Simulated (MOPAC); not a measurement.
System: HSe (charge 0, doublet). SMILES: [SeH]

Atoms: Se1, H2. Bonds: Se1-H2.

Bond lengths (Å) and angles (degrees) optimised at PM3 with MOPAC; PM6 with MOPAC; PM7 with MOPAC, each started from the B3LYP-D3(BJ)/def2-TZVP structure (Ansatz) of the last column. A row stands for all coordinates that are equal there.

```csv
coordinate,PM3,PM6,PM7,B3LYP-D3(BJ)/def2-TZVP
Se1-H2,1.472,1.465,1.461,1.475
```

Mean signed difference of all 1 bond lengths from B3LYP-D3(BJ)/def2-TZVP: PM3 -0.003 Å, PM6 -0.010 Å, PM7 -0.014 Å.
